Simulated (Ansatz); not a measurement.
Isolated molecules relaxed with PBE0-D4/def2-TZVP in Ansatz; ΔE leaves out vibrations. CCSD(T)/CBS adds triple-zeta CCSD(T) − MP2 to the extrapolated MP2 energy (def2 sets, frozen cores). This one scheme is used for every species. Functionals use def2-TZVPP. B3LYP here is the variant with VWN-RPA as its local correlation; programs differ in this. Each species was taken in one conformer, which may not be the lowest.

Reaction (ligand exchange at the Si–C bond): `[SiH3]C[SiH](Cl)Cl` + `O[SiH2]F` → `F[SiH2]O[SiH](Cl)Cl` + `C[SiH3]`

```json
{"level": "r2SCAN-D4", "ΔE (kcal/mol)": "-25.7", "difference from CCSD(T)/CBS": "-0.3"}
{"level": "PBE0-D4", "ΔE (kcal/mol)": "-23.7", "difference from CCSD(T)/CBS": "1.7"}
{"level": "B2PLYP", "ΔE (kcal/mol)": "-27.0", "difference from CCSD(T)/CBS": "-1.6"}
{"level": "B3LYP", "ΔE (kcal/mol)": "-27.4", "difference from CCSD(T)/CBS": "-2.0"}
{"level": "MP2/def2-TZVPP", "ΔE (kcal/mol)": "-25.1", "difference from CCSD(T)/CBS": "0.3"}
{"level": "SCS-MP2/def2-TZVPP", "ΔE (kcal/mol)": "-26.4", "difference from CCSD(T)/CBS": "-1.0"}
{"level": "CCSD/def2-TZVPP", "ΔE (kcal/mol)": "-26.4", "difference from CCSD(T)/CBS": "-1.0"}
{"level": "MP2/def2-QZVPP", "ΔE (kcal/mol)": "-25.2", "difference from CCSD(T)/CBS": "0.2"}
{"level": "MP2/CBS(def2)", "ΔE (kcal/mol)": "-25.0", "difference from CCSD(T)/CBS": "0.4"}
{"level": "CCSD/CBS(def2)", "ΔE (kcal/mol)": "-26.3", "difference from CCSD(T)/CBS": "-0.9"}
{"level": "CCSD(T)/CBS", "ΔE (kcal/mol)": "-25.4", "difference from CCSD(T)/CBS": "0"}
```

Largest T1 diagnostic among the species: 0.011.

From PBE to PBE0 (25 % exact exchange), in def2-TZVPP and without D4, ΔE moves by −1.1 kcal/mol. The D4 term adds +0.8 kcal/mol with B3LYP and +0.4 kcal/mol with PBE0; it sums over pairs of atoms, weighted by their polarisabilities, and B3LYP, whose exchange is more repulsive, gets the larger term.

CCSD(T)/CBS has its own doubt, a few kJ/mol and more with outer-core shells, so smaller differences from it don't rank the levels.
